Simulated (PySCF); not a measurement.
# One molecule, several mistakes: AlH3O

Calculated results; nothing here was measured. They come from PySCF 2.14.0, an open-source quantum chemistry program, on an isolated molecule that a program drew, which may never have been made. The molecule is AlH3O (charge 0, singlet), drawn as the SMILES string `[OH][AlH2]`.

Each row is a Hartree-Fock (HF) and frozen-core CCSD(T) single point in the cc-pV(D+d)Z basis, meant for a local HF minimum. Run 1 is clean. Each other run has one planted mistake out of seven kinds, and not every kind appears here: one electron removed, one electron added, multiplicity raised by two, geometry at a saddle point, minimal basis STO-3G, one bond length entered in bohr, all coordinates scaled. The reference is restricted for singlets and unrestricted otherwise, and also for a bond in bohr. Adding or removing an electron swaps singlet and doublet. Electrons count all cores. HOMO and LUMO are orbital energies over both spins, the gradient is its largest component, and the lowest frequency (negative if imaginary) is given only where the gradient is small. Bond lengths are over the 4 bonds as drawn. T1 is the CCSD diagnostic: over 0.02 (restricted) or 0.045 (unrestricted) a single reference is doubtful.

Geometry of the clean run:
```xyz
5
AlH3O, angstrom
O     0.0239    1.2264    0.0656
Al   -0.8643   -0.1999    0.2376
H     0.5955    1.6464    0.6859
H    -1.7316   -0.6420   -0.9950
H    -0.7940   -1.0129    1.5883
```

```
run  electrons  basis functions  <S^2>  HOMO (eV)  LUMO (eV)  gradient (hartree/bohr)  lowest frequency (cm^-1)  mean bond (Å)  longest bond (Å)      T1  HF (hartree)  CCSD(T) (hartree)                 mistake
  1         24               52  0.000     -11.55       1.80                  1.8e-05                       441         1.4450             1.689  0.0145    -318.57314         -318.85939                no fault
  2         23               52  0.833     -18.68      -9.68                  6.6e-02                         -         1.4450             1.689  0.0548    -318.18390         -318.45739    one electron removed
  3         24               52  0.000     -11.40       1.56                  3.9e-02                         -         1.5404             1.800  0.0169    -318.55812         -318.84967  all coordinates scaled
  4         24               17  0.000      -8.32       9.60                  5.1e-02                         -         1.4450             1.689  0.0187    -314.59922         -314.68961                       ?
```

**Which mistake was planted in run 4, and what did it cost?**

It has 17 basis functions where the clean run has 52, with the same electrons and geometry. So the mistake is: minimal basis STO-3G. Subtracting run 1 and multiplying by 627.51 kcal/mol a hartree, the energy moved by 2493.7 kcal/mol in HF and 2616.6 kcal/mol in CCSD(T).

Cautions from the logs. Run 2: T1 is over the limit, so its CCSD(T) energy is less reliable.
